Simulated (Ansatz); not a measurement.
System: HTe, net charge 1, singlet state. SMILES of the parent species: [TeH]
Geometry from a B3LYP-D3(BJ)/def2-TZVP (Ansatz, a quantum-chemistry and plane-wave program) optimisation:
```
Te
H 1 1.6733
```
Charge +1, spin multiplicity 1.

Parts of the frozen-core correlation energy in def2-SVP (Ansatz, hartree). Frozen orbitals: 9; correlated occupied orbitals by spin: 3 and 3; virtual: 19 and 19. Spin-orbit coupling is left out. In def2 rows, elements after Kr have scalar-relativistic effective core potentials. The restricted reference is unstable.

```json
[
 {"term": "reference (HF)", "value": "-267.20069"},
 {"term": "MP2 opposite-spin", "value": "…"},
 {"term": "MP2 same-spin", "value": "-0.01124"},
 {"term": "CCSD correlation", "value": "…"},
 {"term": "(T)", "value": "…"},
 {"term": "CCSDT minus CCSD(T)", "value": "-0.00414"},
 {"term": "CCSDT(Q) minus CCSD(T)", "value": "-0.00440"},
 {"term": "T1 diagnostic", "value": "0.010"},
 {"term": "largest doubles amplitude", "value": "0.475"}
]
```

Fill in the missing entries.


- MP2 opposite-spin, value: -0.06496
- CCSD correlation, value: -0.10494
- (T), value: -0.00581
